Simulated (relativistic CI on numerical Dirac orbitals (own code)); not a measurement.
Os+: computed level list

These numbers are calculated, not measured: Dirac-Coulomb-Breit CI, orbitals from a KLI potential per configuration, QED by a radiative potential, valence Slater integrals scaled by 0.85, P86 correlation estimate, and configurations built on the next ion tied to the tabulated ionisation energy (semi-empirical) (own radial code, finite nucleus).

Configuration list (outside the closed core [Xe] 4f14): 5d⁶6s, 5d⁵6s², 5d⁵6s6p, 5d⁶6p, 5d⁷, 5d⁶6d, 5d⁶7s, 5d⁶5f, 5d⁶6f, 5d⁴6s6p², 5d⁴6s²6p, 5d⁵6p², 5d⁶7p, 5d⁵6s7p, 5d⁶8s, 5d⁵6s7s, 5d⁶7d, 5d⁶8p, 5d⁵6s8s, 5d⁵6s5f, 5d⁶5g, 5d⁵6s6d, 5d⁶8d, 5d⁴6s²6d. Levels of other configurations are missing.

| No. | Configuration | Term | J | E (eV) | % | Landé g |
| --- | --- | --- | --- | --- | --- | --- |
| 1 | 5d⁶(5D)6s | ⁶D | 9/2 | 0.0000 | 88 | 1.530 |
| 2 | 5d⁶(5D)6s | ⁶D | 7/2 | 0.3987 | 92 | 1.566 |
| 3 | 5d⁶(5D)6s | ⁶D | 5/2 | 0.4825 | 71 | 1.630 |
| 4 | 5d⁶(5D)6s | ⁶D | 3/2 | 0.6506 | 79 | 1.814 |
| 5 | 5d⁶(5D)6s | ⁶D | 1/2 | 0.7532 | 84 | 3.212 |
| 6 | 5d⁷ | ⁴F | 9/2 | 1.0559 | 76 | 1.321 |
| 7 | 5d⁵6s²‡ | ⁶S | 5/2 | 1.0788 | 30 | 1.685 |
| 8 | 5d⁷ | ⁴F | 3/2 | 1.4716 | 23 | 0.876 |
| 9 | 5d⁷ | ⁴F | 7/2 | 1.4785 | 57 | 1.256 |
| 10 | 5d⁵6s²‡ | ⁶S | 5/2 | 1.5454 | 44 | 1.575 |
| 11 | 5d⁷ | ⁴F | 5/2 | 1.6905 | 34 | 1.350 |
| 12 | 5d⁷ | ⁴P | 3/2 | 1.6916 | 32 | 1.446 |
| 13 | 5d⁶(5D)6s | ⁴D | 7/2 | 1.7523 | 46 | 1.268 |
| 14 | 5d⁷ | ⁴P | 1/2 | 1.9700 | 43 | 2.592 |
| 15 | 5d⁶(3G)6s | ⁴G | 9/2 | 2.0113 | 28 | 1.144 |
| 16 | 5d⁶(3H)6s | ⁴H | 7/2 | 2.1958 | 33 | 0.971 |
| 17 | 5d⁶(5D)6s | ⁴D | 3/2 | 2.2054 | 33 | 0.985 |
| 18 | 5d⁶(3H)6s | ⁴H | 11/2 | 2.2236 | 50 | 1.198 |
| 19 | 5d⁶(5D)6s | ⁴D | 5/2 | 2.2749 | 63 | 1.347 |
| 20 | 5d⁶(3H)6s | ⁴H | 13/2 | 2.3051 | 91 | 1.219 |
| 21 | 5d⁶(5D)6s | ⁴D | 1/2 | 2.3697 | 60 | 0.325 |
| 22 | 5d⁷ | ²D | 5/2 | 2.4649 | 21 | 0.990 |
| 23 | 5d⁷ | ²G | 9/2 | 2.5458 | 49 | 1.092 |
| 24 | 5d⁶(3G)6s | ⁴G | 7/2 | 2.5667 | 18 | 1.084 |
| 25 | 5d⁶(1D)6s | ²D | 5/2 | 2.6943 | 17 | 0.979 |
| 26 | 5d⁶(5D)6s | ⁴D | 3/2 | 2.7068 | 34 | 0.997 |
| 27 | 5d⁶(3H)6s | ⁴H | 9/2 | 2.7108 | 35 | 1.126 |
| 28 | 5d⁶(3G)6s | ⁴G | 11/2 | 2.7872 | 28 | 1.146 |
| 29 | 5d⁶(3H)6s | ⁴H | 7/2 | 2.9041 | 47 | 0.861 |
| 30 | 5d⁶(3G)6s | ⁴G | 5/2 | 2.9482 | 28 | 0.866 |
| 31 | 5d⁷ | ²H | 11/2 | 2.9831 | 45 | 1.132 |
| 32 | 5d⁶(3D)6s | ⁴D | 3/2 | 2.9918 | 37 | 1.008 |
| 33 | 5d⁶(3G)6s | ⁴G | 9/2 | 3.0108 | 35 | 1.091 |
| 34 | 5d⁶(3D)6s | ⁴D | 1/2 | 3.0925 | 61 | 0.365 |
| 35 | 5d⁶(3D)6s | ⁴D | 5/2 | 3.1466 | 64 | 1.313 |
| 36 | 5d⁶(3D)6s | ⁴D | 7/2 | 3.1586 | 25 | 1.147 |
| 37 | 5d⁶(3F)6s | ⁴F | 3/2 | 3.2111 | 30 | 0.752 |
| 38 | 5d⁶(3F)6s | ⁴F | 5/2 | 3.2447 | 43 | 1.047 |
| 39 | 5d⁶(3F)6s | ⁴F | 7/2 | 3.2652 | 30 | 1.112 |
| 40 | 5d⁶(3H)6s | ²H | 9/2 | 3.2668 | 26 | 1.068 |
| 41 | 5d⁶(3D)6s | ⁴D | 1/2 | 3.2684 | 38 | 1.185 |
| 42 | 5d⁷ | ²P | 3/2 | 3.3360 | 32 | 1.133 |
| 43 | 5d⁶(3P)6s | ⁴P | 5/2 | 3.3952 | 34 | 1.466 |
| 44 | 5d⁶(3D)6s | ⁴D | 7/2 | 3.4440 | 49 | 1.296 |
| 45 | 5d⁷ | ²P | 1/2 | 3.6150 | 53 | 1.303 |
| 46 | 5d⁶(3P)6s | ⁴P | 3/2 | 3.6874 | 40 | 1.525 |
| 47 | 5d⁶(1I)6s | ²I | 11/2 | 3.7091 | 52 | 1.007 |
| 48 | 5d⁵6s²‡ | ²D | 5/2 | 3.8193 | 14 | 1.086 |
| 49 | 5d⁶(1G)6s | ²G | 7/2 | 3.8323 | 38 | 1.005 |
| 50 | 5d⁶(1G)6s | ²G | 9/2 | 3.9164 | 34 | 1.075 |
| 51 | 5d⁶(1I)6s | ²I | 13/2 | 3.9279 | 89 | 1.089 |
| 52 | 5d⁵6s²‡ | ⁴G | 11/2 | 4.1240 | 54 | 1.192 |
| 53 | 5d⁶(3G)6s | ²G | 7/2 | 4.1702 | 26 | 1.017 |
| 54 | 5d⁵6s²‡ | ⁴G | 5/2 | 4.1759 | 41 | 0.856 |
| 55 | 5d⁵6s²‡ | ⁴G | 9/2 | 4.2135 | 55 | 1.154 |
| 56 | 5d⁶(3D)6s | ²D | 3/2 | 4.2319 | 33 | 0.951 |
| 57 | 5d⁶(1D)6s | ²D | 5/2 | 4.2632 | 26 | 1.132 |
| 58 | 5d⁵6s²‡ | ⁴G | 7/2 | 4.2654 | 30 | 1.010 |
| 59 | 5d⁶(3G)6s | ²G | 9/2 | 4.2949 | 47 | 1.084 |
| 60 | 5d⁵(6S)6s<7S>6p‡ | ⁸P° | 5/2 | 4.2989 | 89 | 2.242 |
| 61 | 5d⁶(3H)6s | ²H | 11/2 | 4.3054 | 44 | 1.076 |
| 62 | 5d⁵6s²‡ | ⁴P | 3/2 | 4.3558 | 33 | 1.438 |
| 63 | 5d⁶(3F)6s | ²F | 5/2 | 4.4206 | 45 | 1.081 |
| 64 | 5d⁵6s²‡ | ⁴P | 1/2 | 4.5310 | 34 | 2.135 |
| 65 | 5d⁶(3P)6s | ⁴P | 1/2 | 4.5717 | 42 | 2.073 |
| 66 | 5d⁵(6S)6s<7S>6p‡ | ⁸P° | 7/2 | 4.5996 | 79 | 1.884 |
| 67 | 5d⁶(1D)6s | ²D | 3/2 | 4.6080 | 19 | 1.143 |
| 68 | 5d⁶(1G)6s | ²G | 9/2 | 4.6417 | 31 | 1.015 |
| 69 | 5d⁶(3G)6s | ²G | 7/2 | 4.7462 | 37 | 1.059 |
| 70 | 5d⁷ | ²D | 5/2 | 4.7504 | 29 | 1.174 |

Energies count from the lowest computed level; ° marks odd parity. Percentages are summed over parent terms; the parents shown are those of the largest component, closed shells are left out there, and <> holds an intermediate term. ‡ marks configurations that were not tied to measured data.

The mean weight of the leading LS term, summed over parents, in these 70 levels is 44 %, and that of the leading jj configuration (from the same eigenvectors) 41 %.

Configurations that consist of the next ion and one excited electron were tied to the tabulated ionisation energy; Rydberg ones are usually within 1,000 to 3,000 cm⁻¹ and the lowest ones within about 6,000 (9,000 in d shells), while levels on excited terms of the next ion carry the error of that term, and the other configurations can be misplaced by 10,000 cm⁻¹ or more. Rates follow the energies as ν³ (E1, M1) or ν⁵ (E2), so rates, branching and lifetimes can be off by large factors. The fine structure of a lone outer electron comes out too small, for d and f at times inverted, and misplaced configurations move strength between like terms. 7 of the 19 excited levels that our extract of the measured tables holds in this range could be paired (the sources list more); they are missed by 1061 cm⁻¹ on average and 2649 at most, and levels without a partner can miss by more.

LS names give the leading component of a level, which can be under half, so a name can repeat, a term be missing and a line seem to break the LS rules.
